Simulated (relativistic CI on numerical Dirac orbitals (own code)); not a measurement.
Lu XIV: sensitivity of the levels to the model

Base calculation: Dirac-Coulomb-Breit CI, KLI orbitals optimised for each configuration, model QED (radiative potential, 1s self-energy scaled to tabulated hydrogen-like ionisation energies), unscaled Slater integrals.

Configuration list (outside the closed core [Ar] 3d10 4p6 4d10): 4s²4f¹⁰5s², 4s²4f¹², 4s²4f¹¹5s, 4s²4f⁹5s²5p, 4s²4f¹⁰5s5p, 4s²4f¹¹6s, 4s²4f¹⁰6s², 4s4f¹¹5s², 4s4f¹²5s, 4f¹²5s². Levels of other configurations are missing.

Variants: (1) only the first configuration. Shifts of the energy above 4s²4f¹⁰5s² ⁵I8, in cm⁻¹, for the lowest level and the first level of each name with at least 55 % of one term (blank where a level changes its place among those of its configuration and J or its character, or is not in the variant):

| Level | Base | Δ(1) |
| --- | --- | --- |
| 4s²4f¹⁰5s² ⁵I8 | 0.0 | 0.0 |
| 4s²4f¹⁰5s² ⁵I7 | 9653.9 | -5.2 |
| 4s²4f¹⁰5s² ⁵I6 | 16111.8 | -0.8 |
| 4s²4f¹⁰5s² ⁵I5 | 20682.2 | +1.4 |
| 4s²4f¹⁰5s² ⁵I4 | 24503.8 | +0.3 |
| 4s²4f¹⁰5s² ⁵F5 | 28561.7 | +21.0 |
| 4s²4f¹⁰5s² ³K8 | 33904.6 | +8.3 |
| 4s²4f¹⁰5s² ⁵F4 | 34783.8 | +32.0 |
| 4s²4f¹⁰5s² ⁵F3 | 38509.6 | +21.7 |
| 4s²4f¹⁰5s² ⁵G6 | 40405.3 | +97.2 |
| 4s²4f¹⁰5s² ⁵F1 | 41068.4 | +18.6 |
| 4s²4f¹⁰5s² ³K7 | 42904.4 | -0.2 |
| 4s²4f¹⁰5s² ³L9 | 46735.3 | +12.3 |
| 4s²4f¹⁰5s² ³K6 | 50051.0 | -0.2 |
| 4s²4f¹⁰5s² ⁵G5 | 50140.2 | +55.4 |
| 4s²4f¹⁰5s² ⁵G3 | 53074.2 | +41.7 |
| 4s²4f¹⁰5s² ³M10 | 56105.8 | +0.8 |
| 4s²4f¹⁰5s² ³L8 | 56742.1 | +5.5 |
| 4s²4f¹⁰5s² ³P1 | 58028.1 | +30.5 |
| 4s²4f¹⁰5s² ³D3 | 58205.6 | +11.7 |
| 4s²4f¹⁰5s² ¹L8 | 59548.4 | +0.2 |
| 4s²4f¹⁰5s² ³P0 | 62206.9 | +54.5 |

At this charge transitions that keep the count of f electrons are usually good to a few per cent. Terms inside the open d or f shell come out 10 to 20 % too wide with unscaled integrals. Levels and lines within the n = 5 or 6 shells can be off by up to 10 % or somewhat more, and those that change n by about 2 %, since core polarisation is missing. Levels that differ in their count of f electrons can be misplaced by several ten thousand cm⁻¹, since the correlation energy of f electrons is missing or only estimated; rates across such gaps can be off by orders of magnitude.

Ionisation energy from one configuration of each of the two ions, the ground ones as tabulated or assumed: base 290.116 eV. The NIST ASD value (theoretical) is 305 ± 15 eV.

LS names give the leading component of a level, which can be under half, so a name can repeat, a term be missing and a line seem to break the LS rules.
